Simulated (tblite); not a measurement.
Species: C₆H₄ClO₂ (doublet state).
Z-matrix (Å and degrees, GFN2-xTB geometry), rows numbered from 1:
```
O 
C   1  1.2419
C   2  1.4333  1  126.29
C   3  1.3641  2  120.82  1   179.92
C   4  1.4078  3  120.64  2    -0.01
Cl  5  1.7107  4  118.90  3  -179.98
C   5  1.3893  4  121.78  3     0.04
C   7  1.3779  5  118.70  4    -0.01
O   8  1.3265  2  114.92  1     0.11
H   3  1.0786  2  117.89  1    -0.09
H   4  1.0793  3  120.60  2  -179.98
H   7  1.0782  5  121.21  4   179.98
H   9  0.9870  8  105.28  2     0.01
```

Computed geometry: GFN2-xTB, gas phase. This method treats the open shell by occupation alone, without spin polarisation.

Take the most abundant isotopes and a rigid rotor. The values belong to one conformer with, in the numbering `[O:1][c:2]1[cH:3][cH:4][c:5]([Cl:6])[cH:7][c:8]1[OH:9]`, C7–C8–O9–H 180°.

Task: What are A, B and C (GHz)?

Result: Ia = 156.16, Ib = 559.38, Ic = 715.55 u·Å²; 505379 MHz·u·Å²/I gives 3236, 903.5 and 706.3 MHz, that is A = 3.2362, B = 0.9035, C = 0.7063 GHz.

Task: Classify the top.

Result: An asymmetric top. Ray's parameter κ = (2B − A − C)/(A − C) = -0.844; −1 is the prolate and +1 the oblate limit.

Task: What does the inertial defect say?

Result: Planar: Δ = Ic − Ia − Ib = 0.00 u·Å². For a rigid frame Δ = −2 Σ m c², so it vanishes when all atoms lie in the ab plane; here none is more than 0.01 Å from it.

Task: List the rotational levels J(Ka,Kc) to J = 3 (MHz).

Result: Above 0(0,0):
J = 1: 1(0,1) 1610, 1(1,1) 3942, 1(1,0) 4140
J = 2: 2(0,2) 4817, 2(1,2) 6965, 2(1,1) 7556, 2(2,1) 14555, 2(2,0) 14567
J = 3: 3(0,3) 9599, 3(1,3) 11491, 3(1,2) 12674, 3(2,2) 19384, 3(2,1) 19443, 3(3,1) 31548, 3(3,0) 31548

For this open shell read J as N, the rotation without spin; fine and hyperfine splittings come on top. Its GFN2-xTB frequencies are all real (lowest 105 cm⁻¹). Constants of a rigid frame at the computed geometry: no zero-point averaging, no centrifugal distortion.
